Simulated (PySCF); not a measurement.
Run record: excited-state job, `[SiH3]c1cnccp1`.

Computed with TDDFT B3LYP/def2-SVPD, vertical, gas phase, core orbitals frozen in the response (PySCF 2.14.0, density-fitted response routines). Geometry: GFN2-xTB. The command runs a driver script over a list of jobs; the input below is this job's line of settings and its coordinates in Å.

Command:
```bash
OMP_NUM_THREADS=1 python probes_run.py task.json out
```

Input:
```
{"job": {"kind": "uv", "xc": "B3LYP", "basis": "def2-SVPD", "nstates": 8, "ntriplets": 3}, "charge": 0, "multiplicity": 1}
Si     2.396933    -0.066087    -0.489939
C      0.528895    -0.046590    -0.178433
C      0.009845     0.473664     0.996388
N     -1.255266     0.560806     1.365710
C     -2.218047     0.120134     0.576518
C     -2.059229    -0.457147    -0.667507
P     -0.514800    -0.704320    -1.417672
H      2.823634    -1.454120    -0.677236
H      3.061985     0.528341     0.669494
H      2.674848     0.708116    -1.701141
H      0.703001     0.870420     1.733782
H     -3.217002     0.243454     0.984326
H     -2.939186    -0.776185    -1.212018
```

Question: Estimate the output.

Answer: 
```
coarse grid: 12376 points
cycle   1  E = -841.1510512115  dE =  9.254e-01  |g| = 3.924e-01  |ddm| = 7.042e+00
cycle   2  E = -841.0852365104  dE =  6.581e-02  |g| = 6.185e-01  |ddm| = 2.788e+00
cycle   3  E = -841.1900062103  dE = -1.048e-01  |g| = 9.623e-02  |ddm| = 1.930e+00
cycle   4  E = -841.1918661770  dE = -1.860e-03  |g| = 5.900e-02  |ddm| = 2.931e-01
cycle   5  E = -841.1928507132  dE = -9.845e-04  |g| = 9.406e-03  |ddm| = 1.534e-01
cycle   6  E = -841.1928704885  dE = -1.978e-05  |g| = 4.032e-03  |ddm| = 3.526e-02
cycle   7  E = -841.1928749881  dE = -4.500e-06  |g| = 7.257e-04  |ddm| = 9.913e-03
final grid: 111912 points
cycle   8  E = -841.3046332103  dE = -2.396e-05  |g| = 3.311e-03  |ddm| = 1.072e-01
cycle   9  E = -841.3046293020  dE =  3.908e-06  |g| = 5.192e-03  |ddm| = 2.394e-02
cycle  10  E = -841.3046359402  dE = -6.638e-06  |g| = 8.999e-04  |ddm| = 1.502e-02
cycle  11  E = -841.3046361897  dE = -2.495e-07  |g| = 2.782e-04  |ddm| = 2.779e-03
cycle  12  E = -841.3046362105  dE = -2.074e-08  |g| = 8.610e-05  |ddm| = 6.218e-04
cycle  13  E = -841.3046362122  dE = -1.774e-09  |g| = 2.502e-05  |ddm| = 1.725e-04
cycle  14  E = -841.3046362124  dE = -1.444e-10  |g| = 9.775e-06  |ddm| = 6.795e-05
converged SCF energy = -841.3046362124

Static polarisability (au): isotropic 102.783, principal 68.003 107.259 133.087

Singlet excitations
state   eV       nm        f      main configurations
  1   3.6538    339.3   0.00687   H->L 0.99
  2   4.4175    280.7   0.00000   H->L+1 0.99
  3   4.7386    261.6   0.02857   H-2->L 0.61, H-1->L+1 0.19, H-1->L 0.17
  4   4.8745    254.4   0.00623   H-3->L 0.96
  5   5.1745    239.6   0.05611   H-1->L 0.73, H-2->L 0.12
  6   5.3219    233.0   0.00123   H-4->L 0.97
  7   5.7224    216.7   0.00027   H-3->L+1 0.99
  8   6.0084    206.4   0.26470   H-1->L+1 0.53, H-2->L 0.20, H-2->L+1 0.13

Triplet excitations (Tamm-Dancoff, eV): 3.0914 3.3788 3.9527
```

The SCF starts on a coarse grid where the log names one; the energy can jump when the final grid takes over, and dE then counts from the start density on the new grid. H and L stand for HOMO and LUMO; the number after each pair is its weight.

Question: How does the lowest singlet excitation compare with the HOMO–LUMO gap?

Answer: HOMO -7.16 eV and LUMO -2.41 eV give a gap of 4.75 eV; S1 at 3.65 eV lies 1.10 eV below it.

In short: HOMO -7.16 eV, LUMO -2.41 eV; lowest singlet 3.65 eV; lowest triplet 3.09 eV (Tamm–Dancoff); mean polarisability 102.8 au.

 GFN2-xTB frequencies show an imaginary mode (28i cm⁻¹), so this geometry is no minimum at that level.

On Arm Neoverse N1, one thread, no GPU, shared host with 64 logical CPUs at a one-minute load of 57, this took 47 s wall and 0.80 GiB of memory at its peak.
Labels such as C1 count atoms from 1, the log's own numbers from 0.
